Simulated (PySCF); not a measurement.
C2H9GaS, singlet, PBE0/def2-SVP optimised geometry.

```
13

Ga    -0.19    -0.59     0.00
H     -0.96    -1.89    -0.48
C      1.79    -0.59     0.00
H      2.16    -0.43    -1.03
H      2.21    -1.55     0.34
H      2.22     0.21     0.62
C     -1.17     1.14     0.00
H     -1.18     1.54    -1.03
H     -0.68     1.89     0.64
H     -2.22     1.03     0.32
S     -0.53    -1.21     2.61
H     -0.33     0.02     3.12
H     -1.88    -1.06     2.62
```

Density from PySCF with PBE0/def2-TZVP at that geometry.

Minimum of the electron density along straight lines between bonded atoms, close to the bond critical point (lines longer than 1.1 times the sum of covalent radii, or with two minima, are not listed):

```csv
bond,length / Å,ρ at the minimum / e bohr⁻³,∇²ρ there / e bohr⁻⁵,position (fraction from the first atom)
Ga1–H2,1.586,0.110,0.15,0.60
Ga1–C3,1.983,0.111,0.20,0.48
C3–H4,1.103,0.263,-0.85,0.64
C3–H5,1.101,0.266,-0.86,0.64
C3–H6,1.102,0.265,-0.86,0.64
Ga1–C7,1.987,0.110,0.20,0.47
C7–H8,1.103,0.263,-0.85,0.64
C7–H9,1.102,0.265,-0.86,0.64
C7–H10,1.102,0.265,-0.86,0.64
S11–H12,1.351,0.214,-0.62,0.65
S11–H13,1.351,0.215,-0.62,0.65
```
